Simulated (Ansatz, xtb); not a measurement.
**Two isomers of C5H8B2S**

We compare X, `CSB1C=CBC=C1`, a singlet, with Y, `BCBc1cccs1`, a singlet. Both are isolated molecules in the gas phase, relaxed with PBE0-D3(BJ)/def2-SVP; the shapes shown needn't be the lowest conformers.

X (Å):

```xyz
16

C    -1.7574   -0.0121    1.1334
C    -1.3496    1.3258   -1.7600
C    -1.2002    1.9474   -2.9536
C    -0.1092   -0.2860   -4.0128
C    -0.2532   -0.9196   -2.8245
B    -0.8833   -0.1582   -1.6090
B    -0.5691    1.1954   -4.1733
S    -1.0084   -1.1033   -0.1064
H    -1.8282   -0.5838    2.0675
H    -1.1327    0.8743    1.3043
H    -2.7655    0.2959    0.8265
H    -1.7950    1.8762   -0.9212
H    -1.5291    2.9904   -3.0537
H    -0.4409    1.7658   -5.2348
H     0.3348   -0.8297   -4.8568
H     0.0734   -1.9635   -2.7189
```

Y (Å):

```xyz
16

C    -0.2882   -1.9792   -0.5560
C     0.8818    0.2840   -1.5457
C     1.8833    1.0504   -2.1297
C     1.5699    2.4228   -2.2344
C     0.3190    2.7040   -1.7270
B     0.1966   -2.1451    0.9093
B     0.8936   -1.2190   -1.2630
S    -0.4586    1.3094   -1.1335
H     1.0491   -2.9589    1.1869
H    -0.2300   -1.4343    1.7914
H    -0.3282   -2.9762   -1.0297
H    -1.2439   -1.4410   -0.6380
H     1.8961   -1.8241   -1.5757
H     2.8223    0.6074   -2.4671
H     2.2285    3.1799   -2.6621
H    -0.1728    3.6759   -1.6800
```

Task: Estimate E(Y) − E(X) at the level CCSD(T)/def2-SVP + ΔMP2/def2-TZVPP.

Result: Calculated at CCSD(T)/def2-SVP + ΔMP2/def2-TZVPP: E(Y) − E(X) = +0.546 eV, so structure X lies lower.

The same difference at several levels:

```csv
level,geometry,E(Y) − E(X) (eV),departure from the last row (eV),"job, with rough time for the two"
GFN2-xTB,GFN2-xTB,−0.664,−1.210,"optimisation, 0.54 s"
HF/STO-3G,GFN2-xTB,+0.617,+0.071,"single point, 0.36 s"
r2SCAN-D4/def2-SVP,GFN2-xTB,+0.560,+0.014,"single point, 3.6 s"
PBE0-D3(BJ)/def2-SVP,PBE0-D3(BJ)/def2-SVP,+0.570,+0.024,"optimisation, 53 s"
HF/def2-SVP,PBE0-D3(BJ)/def2-SVP,+0.921,+0.375,part of the CCSD(T) run
MP2/def2-SVP,PBE0-D3(BJ)/def2-SVP,+0.389,−0.157,part of the CCSD(T) run
CCSD(T)/def2-SVP,PBE0-D3(BJ)/def2-SVP,+0.671,+0.125,single point
CCSD(T)/def2-SVP + ΔMP2/def2-TZVPP,PBE0-D3(BJ)/def2-SVP,+0.546,,"single point, 82 s"
```

As drawn, Y has 3 C∷C, 2 C∷S, 2 B–H in place of 1 C–S, 1 B–S, 1 C–B, 2 C=C, 2 C–H (∷ is an aromatic bond). Structure X has a 6-membered ring, Y a 5-membered ring (with an aromatic ring).

GFN2-xTB puts the two in the other order. The largest departure from CCSD(T)/def2-SVP + ΔMP2/def2-TZVPP is that of GFN2-xTB, 1.210 eV. The last row adds to CCSD(T) the change of the MP2 difference between the two basis sets, here −0.125 eV.

With thermal terms from frequencies at re-optimised GFN2-xTB minima (ideal gas, soft modes damped towards free rotors, one conformer each, 298.15 K, 1 atm): on the last row, ΔE + ΔZPE = +0.463, ΔH = +0.454, ΔG = +0.475 eV.

The correlated steps freeze 12 core orbitals. Run with Ansatz 0.2.0, xtb 6.7.1; the last row on 4 threads of Arm Neoverse V2 on a shared host.
